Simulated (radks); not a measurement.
Values are calculated unless marked as measured or tabulated.
The arsenic anion As3-, [Kr], held by a Watson sphere: a shell of charge +3 at radius R that stands for the Madelung well of a crystal (potential energy -3/R inside, -3/r outside, in hartree with lengths in bohr). Code: a radial shooting solver on a logarithmic mesh with Libxc functionals. Model: scalar-relativistic Kohn-Sham, r2SCAN, spin-unpolarised, spherical densities, finite nucleus; meta-GGA in the generalised Kohn-Sham scheme; Fermi nuclear charge, rms radius of each element as measured or else 0.836 A^(1/3) + 0.57 fm.

R (bohr)  e(3d) (eV)  e(4s) (eV)  e(4p) (eV)  <r> 4p (bohr)  sum of <r^2> (bohr^2)  X-ray form factor at sin(theta)/lambda = 0.1 1/angstrom
2.13         -40.675     -17.814      -8.119          2.377                  57.69                                                   32.442
2.17         -40.511     -17.649      -8.040          2.393                  58.31                                                   32.414
2.6          -39.354     -16.037      -7.165          2.568                  65.22                                                   32.110
4.81         -37.649     -11.780      -3.682          3.409                  105.6                                                   30.978
4.95         -37.594     -11.659      -3.542          3.459                  108.5                                                   30.933
5.02         -37.567     -11.603      -3.475          3.483                  110.0                                                   30.911
